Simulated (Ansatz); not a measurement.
Computed with Ansatz on PBE0-D4/def2-TZVP structures; ΔE is electronic, products minus reactants. CCSD(T)/CBS is the MP2 limit (def2-TZVPP, def2-QZVPP) plus CCSD(T) − MP2 in def2-TZVPP, frozen cores. Functionals use def2-TZVPP. For Br, Ga outer-core shells are correlated without core-valence functions, which leaves a few kJ/mol of doubt a bond. Scalar relativity is left out up to krypton. One conformer a species, not always the lowest.

`CO[Si](O)([SiH3])Br` + `[NH2][Ga]([Cl])[Cl]` → `CO[Si](N)(O)[SiH3]` + `[Cl][Ga]([Cl])[Br]`  (redistribution)

Problem. Is it downhill or uphill in electronic energy at CCSD(T)/CBS, and by how much? (Estimate.)

Solution. The calculation gave: Downhill: ΔE = -0.29 eV.

Problem. What do these levels give: PBE-D4, PBE, r2SCAN, SCS-MP2/def2-TZVPP, MP2/def2-QZVPP, HF/CBS(def2)? (An estimate is asked.)

Solution. Ansatz gave: PBE-D4 -0.33, PBE -0.34, r2SCAN -0.36, SCS-MP2/def2-TZVPP -0.33, MP2/def2-QZVPP -0.27, HF/CBS(def2) -0.45 eV.

Largest T1 diagnostic among the species: 0.012.

In def2-TZVPP, CCSD(T) changes the Hartree–Fock value by +0.11 eV (the triples alone add +0.01 eV) and MP2 by +0.15 eV.
